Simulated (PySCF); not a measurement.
From computed data to an observable: chemical shift, span and skew from a shielding tensor

silylmethoxysilane (CH8OSi2), SMILES C([SiH3])O[SiH3]. Atoms are numbered in the order given.

```xyz
12

Si     1.6543     0.9546    -0.5830
C      0.7484    -0.6991    -0.2988
O     -0.6583    -0.5188    -0.4263
Si    -1.7172    -0.3957     0.8572
H      3.1281     0.7536    -0.4422
H      1.3509     1.4651    -1.9490
H      1.1935     1.9511     0.4257
H      1.0761    -1.4353    -1.0542
H      1.0278    -1.1271     0.6850
H     -1.4355     0.8147     1.6871
H     -3.0781    -0.3043     0.2712
H     -1.6069    -1.5973     1.7404
```
Charge 0, spin multiplicity 1.

The structure is a stationary point at B3LYP-D3(BJ)/def2-SVP. Other conformers were not sampled.

GIAO shieldings from PySCF with HF/pcSseg-1, non-relativistic, no solvent. The symmetric part of the tensor of C2 has the principal values 111.8, 123.2, 195.9 ppm. The same nucleus in TMS has σ = 192.6 ppm at this level (PySCF, at its B3LYP-D3(BJ)/def2-TZVP geometry).

**Question.** Work out the isotropic shielding, the ¹³C shift against TMS, the span and the skew.

**Answer.** 
σ(iso) = (σ11 + σ22 + σ33)/3 = 143.6 ppm. δ = σ(ref) − σ(iso) = 192.6 − (143.6) = 49.0 ppm.
Span Ω = σ33 − σ11 = 84.1 ppm. Skew κ = 3(σ(iso) − σ22)/Ω = 0.73. Tumbling in solution averages the tensor to δ; in a static solid the shielding alone would spread this spin-1/2 line over Ω.
